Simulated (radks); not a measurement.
Results of a calculation; reference values are marked as such.
Re, configuration [Xe] 4f14 5d5 6s2.

Code: a radial shooting solver on a logarithmic mesh with Libxc functionals. Model: scalar-relativistic Kohn-Sham, SCAN, spin-polarised, spherical densities, finite nucleus; open shells are filled with parallel spins first (spin-orbit coupling, left out, can overturn this in heavy ions); meta-GGA in the generalised Kohn-Sham scheme; Fermi nuclear charge, rms radius 5.3698 fm.

Energy parts (eV):
part                       energy
total                  -454215.14
kinetic                 501784.59
electron-nucleus      -1124240.34
Hartree                 177271.81
exchange-correlation     -9031.20

Orbitals (lengths in bohr, moments of r in powers of bohr; <r^-3> diverges for s and p1/2; r(90%) holds 90 % of the orbital's charge):
| orbital | occ. | eigenvalue (eV) | <r^-3> | r(90%) |
|---|---|---|---|---|
| 1s up | 1 | -71727.97 | - | 0.0329 |
| 1s down | 1 | -71727.97 | - | 0.0329 |
| 2s up | 1 | -12462.88 | - | 0.118 |
| 2s down | 1 | -12462.70 | - | 0.118 |
| 2p up | 3 | -10873.35 | 20810 | 0.111 |
| 2p down | 3 | -10873.18 | 20810 | 0.111 |
| 3s up | 1 | -2896.931 | - | 0.289 |
| 3s down | 1 | -2896.880 | - | 0.289 |
| 3p up | 3 | -2425.309 | 4671 | 0.296 |
| 3p down | 3 | -2425.241 | 4671 | 0.296 |
| 3d up | 5 | -1889.647 | 594.5 | 0.278 |
| 3d down | 5 | -1889.496 | 594.5 | 0.278 |
| 4s up | 1 | -610.0430 | - | 0.631 |
| 4s down | 1 | -609.7252 | - | 0.631 |
| 4p up | 3 | -454.6251 | 1089 | 0.680 |
| 4p down | 3 | -454.3187 | 1088 | 0.679 |
| 4d up | 5 | -258.9536 | 119.6 | 0.749 |
| 4d down | 5 | -258.5853 | 119.7 | 0.748 |
| 4f up | 7 | -42.7809 | 20.87 | 0.959 |
| 4f down | 7 | -42.1853 | 21.04 | 0.948 |
| 5s up | 1 | -87.7180 | - | 1.49 |
| 5s down | 1 | -84.7621 | - | 1.48 |
| 5p up | 3 | -49.1926 | 159.5 | 1.76 |
| 5p down | 3 | -45.7087 | 164.2 | 1.75 |
| 5d up | 5 | -6.6447 | 8.114 | 3.00 |
| 6s up | 1 | -6.8891 | - | 4.39 |
| 6s down | 1 | -5.1332 | - | 4.94 |

The highest occupied level is 6s down at -5.133 eV. Summed over all electrons, <r^2> = 67.85 bohr^2, which gives a Langevin (diamagnetic) susceptibility term of -53.7 x 10^-6 cm^3/mol.

Empty levels of this run are not shown, since the potential may be unsettled where no density lies.
